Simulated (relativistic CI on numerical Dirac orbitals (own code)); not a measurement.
**Mo5+: 3p photoemission**

Computed with this model: Dirac-Coulomb-Breit CI, orbitals from a KLI potential per configuration, model QED (radiative potential, 1s self-energy scaled to tabulated hydrogen-like ionisation energies), valence Slater integrals scaled by 0.7, multiplet model of photoemission in the sudden approximation; configurations [Kr] 4d → [Ne] 3s2 3p5 3d10 4s2 4p6 4d; 300 K; Lorentzian 2 eV and Gaussian 0.6 eV FWHM. Energies are those of the free ion, without screening or charge transfer. The energies are binding energies and can lie tens of eV above those of solids. S is read from ⟨S²⟩ = S(S + 1).

free ion: ground-state S = 0.50, centroid 481.79 eV. Peaks (eV, height): 475.8 (100), 493.8 (54).

Strongest unbroadened transitions for free ion:

| Energy (eV) | Relative strength |
| --- | --- |
| 475.06 | 14.4 |
| 475.39 | 31.9 |
| 475.73 | 100.0 |
| 476.00 | 38.2 |
| 476.39 | 34.0 |
| 476.52 | 11.4 |
| 476.68 | 1.1 |
| 493.59 | 72.2 |
| 493.96 | 43.3 |
| 493.99 | 0.0 |
| 494.07 | 0.0 |
